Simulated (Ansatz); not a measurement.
Br2ClHOSi, SMILES `O[Si](Cl)(Br)Br`, relaxed with RKS PBE0-D4/def2-TZVP in the Gaussian-basis code of Ansatz from a PBE-D4/def2-SVP geometry. The force threshold is 0.005 eV/Å; the program also tests the step.

Total charge 0; spin multiplicity 1.

Start:

```xyz
6

O    -0.831    1.125   -0.085
Si    0.268   -0.110    0.022
Cl    0.206   -1.007    1.882
Br   -0.123   -1.678   -1.511
Br    2.249    0.807   -0.303
H    -1.768    0.863   -0.006
```

| step | energy (eV) | largest force (eV/Å) | largest move (Å) |
| --- | --- | --- | --- |
| 1 | -162537.8805 | 0.816 | 0.000 |
| 2 | -162537.9231 | 0.492 | 0.038 |
| 3 | -162537.9293 | 0.131 | 0.014 |
| 4 | -162537.9305 | 0.058 | 0.007 |
| 5 | -162537.9309 | 0.050 | 0.005 |
| 6 | -162537.9315 | 0.040 | 0.014 |
| 7 | -162537.9316 | 0.006 | 0.006 |
| 8 | -162537.9316 | 0.000 | 0.001 |

End:

```xyz
6

O    -0.819    1.091   -0.075
Si    0.265   -0.106    0.026
Cl    0.209   -0.995    1.854
Br   -0.130   -1.655   -1.487
Br    2.225    0.802   -0.298
H    -1.750    0.863   -0.020
```

Run time 27 s (4 threads of a server CPU on a shared host); peak host memory 0.83 GiB.
